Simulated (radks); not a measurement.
Question: All-electron atom: S IX in [He] 2s2 2p4 (the NIST ground configuration). Method: non-relativistic Kohn-Sham, Slater X-alpha with alpha = 0.994, spin-unpolarised, spherical densities, point nucleus; computed with a radial shooting solver on a logarithmic mesh with Libxc functionals. Some entries of the table are withheld. Estimate them.

orbital,occ.,eigenvalue (eV),<1/r> (bohr^-1)
1s,2,(1),(2)
2s,2,-425.8040,3.293
2p,4,-379.1154,(3)

Answer: 
(1) 1s eigenvalue (eV): -2693.127
(2) 1s <1/r> (bohr^-1): 15.65
(3) 2p <1/r> (bohr^-1): 3.233
